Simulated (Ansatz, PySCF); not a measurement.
This singlet lies 0.64 eV below the relaxed triplet at the level frozen-core CCSD(T)/cc-pVTZ // PBE0-D3(BJ)/def2-TZVP (Ansatz, an electronic-structure program).

Cartesian coordinates (Å):
```xyz
8

B      1.3322    -0.1833     0.4761
Ge     0.5000     0.7173     2.0193
Si    -0.9846     0.1514     0.0653
H      1.4146    -1.3820     0.4221
H      1.8271     0.4488    -0.4198
H     -1.5420     1.4745    -0.3188
H     -2.0347    -0.6985     0.6846
H     -0.5128    -0.5282    -1.1753
```
Charge 0, multiplicity 1.

Q: Give the total energy, HOMO and dipole moment at the level PBE0-D3(BJ)/def2-TZVP (PySCF).

A: 
The total energy is -2393.8858 Ha and the HOMO is -6.60 eV. The dipole moment is 0.69 D.
